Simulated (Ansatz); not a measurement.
`[Cl][Cd][Br]` + H₂O → `[OH][Cd][Br]` + HCl at 700 K and 1 bar (formal hydrolysis of a Cd–Cl bond).

Program: Ansatz. Geometries: PBE0-D4/def2-TZVP. ΔE: electronic, gas phase. CBS: MP2 limit from def2 TZ/QZ plus the TZ coupled-cluster correction, frozen cores. This one scheme is used for every species. def2 core potentials past Kr. For Br, Cd outer-core shells are correlated without core-valence functions, which leaves a few kJ/mol of doubt a bond. Scalar relativity is left out up to krypton. Each species was taken in one conformer, which may not be the lowest.

| species | CCSD(T)/CBS energy (Eh) | H − E (kJ/mol) | S (J/(mol·K)) |
| --- | --- | --- | --- |
| `[Cl][Cd][Br]` | -3200.91128 | 44.1 | 355.5 |
| H₂O | -76.37941 | 80.5 | 218.4 |
| `[OH][Cd][Br]` | -2816.86459 | 77.8 | 369.0 |
| HCl | -460.38127 | 38.4 | 211.8 |

H − E and S are ideal-gas, rigid-rotor, harmonic terms from PBE0-D4/def2-TZVP, for one conformer and one mirror image of each species. 1 Eh = 2625.50 kJ/mol, R = 8.31446 J/(mol·K).

Question: By hand: ΔE, ΔH, ΔS and ΔG.

Answer: ΔE = (-2816.86459) + (-460.38127) − (-3200.91128) − (-76.37941) = 0.04483 Eh = 117.7 kJ/mol. Δ(H − E) = 77.8 + 38.4 − 44.1 − 80.5 = -8.4, so ΔH = 109.3 kJ/mol. ΔS = 369.0 + 211.8 − 355.5 − 218.4 = 6.9 J/(mol·K). ΔG = 109.3 − 700 × (6.9)/1000 = 104.5 kJ/mol.

Question: By hand: the equilibrium constant, and the temperature at which ΔG would vanish if ΔH and ΔS stayed fixed.

Answer: log₁₀ K = −ΔG/(RT ln 10) = -7.8. ΔG = 0 at ΔH/ΔS = 15841 K, far beyond where these terms or the molecules hold.

The number of gas molecules stays the same, so ΔS is small and ΔH decides. A doubt of 5 kJ/mol in ΔE shifts log₁₀ K by 0.4 here. Other conformers and mirror images would add mixing entropy, several J/(mol·K) or more a flexible species. These are equilibria of isolated gas molecules and say nothing of rates. Largest T1 diagnostic: 0.014 (customary marks: 0.02 for closed shells, 0.045 for open ones).
